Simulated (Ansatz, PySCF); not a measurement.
C3F3, SMILES [C]#CC(F)(F)F, multiplicity 2. Atoms are numbered in the order given.

```xyz
6

C      0.0000     0.0000     2.4137
C      0.0000     0.0000     1.2034
C      0.0000     0.0000    -0.2692
F      1.0764     0.6215    -0.7417
F      0.0000    -1.2429    -0.7417
F     -1.0764     0.6215    -0.7417
```
Charge 0, spin multiplicity 2.

Geometry optimised at PBE0-D3(BJ)/def2-SVP. The isomer is the one that the SMILES or the coordinates give; other isomers of the formula were not compared.

Two levels are set side by side: PBE-D3(BJ)/def2-SVP (Ansatz, an electronic-structure program) and PBE0-D3(BJ)/def2-SVP (Ansatz). Each level has its own optimised geometry; the coordinates shown are those of the second. Frequencies come from the Hessian of PySCF at each geometry. Differences are taken from unrounded values.

| quantity | PBE0-D3(BJ) |
|---|---|
| mean bond length (Å) | 1.334 |
| bond C1–C2 (Å) | 1.210 |
| bond C2–C3 (Å) | 1.473 |
| bond C3–F4 (Å) | 1.330 |
| bond C3–F5 (Å) | 1.330 |
| bond C3–F6 (Å) | 1.330 |
| highest harmonic wavenumber (cm⁻¹) | 2297 |
| mean harmonic wavenumber (cm⁻¹) | 828 |
| zero-point energy (kcal/mol) | 14.21 |

Problem. What does PBE-D3(BJ) give, and how far is it from PBE0-D3(BJ)? (An estimate is asked for; the answer gives what the named calculation found.)

Solution. 
```csv
quantity,PBE-D3(BJ),PBE-D3(BJ) minus PBE0-D3(BJ)
mean bond length (Å),1.349,0.015
bond C1–C2 (Å),1.224,0.013
bond C2–C3 (Å),1.476,0.003
bond C3–F4 (Å),1.349,0.019
bond C3–F5 (Å),1.349,0.019
bond C3–F6 (Å),1.349,0.019
highest harmonic wavenumber (cm⁻¹),2206,-92
mean harmonic wavenumber (cm⁻¹),761,-68
zero-point energy (kcal/mol),13.05,-1.16
```

GGA bonds tend to be longer and softer than those of functionals with exact exchange. Differences between two approximate levels are no errors against the true value.
